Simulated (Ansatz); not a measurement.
Wavefunction ladder for CrO3 (`[O]=[Cr](=[O])=[O]`)

| atom | x (Å) | y (Å) | z (Å) |
| --- | --- | --- | --- |
| O1 | -0.0763 | -1.1158 | 1.0390 |
| Cr2 | 0.2198 | -0.0904 | -0.1024 |
| O3 | -0.7683 | -0.1351 | -1.3122 |
| O4 | 0.6248 | 1.3412 | 0.3756 |

The species carries charge 0 and has multiplicity 1. Correlated methods include outer-core shells of Cr, which these sets cover unevenly. Scalar relativity is left out up to krypton. The structure was optimised at the PBE0-D4/def2-TZVP level. Frozen core, restricted reference, the Gaussian-basis code of Ansatz.

| basis | HF (Eh) | MP2 corr. | CCSD corr. | (T) | CCSD(T) total |
| --- | --- | --- | --- | --- | --- |
| def2-SVP | -1267.20102 | ? | -1.08762 | ? | ? |
| def2-TZVPP | -1267.66814 | -1.65232 | ? | ? | ? |
| def2-QZVPP | -1267.69972 | -1.74403 | – | – | – |

(1) Fill in the withheld values. (Best estimate.)

Results:

(1) The calculation gave: def2-SVP MP2 corr.: -1.30881; def2-SVP (T): -0.09986; def2-SVP CCSD(T) total: -1268.38850; def2-TZVPP CCSD corr.: -1.39633; def2-TZVPP (T): -0.12546; def2-TZVPP CCSD(T) total: -1269.18993.
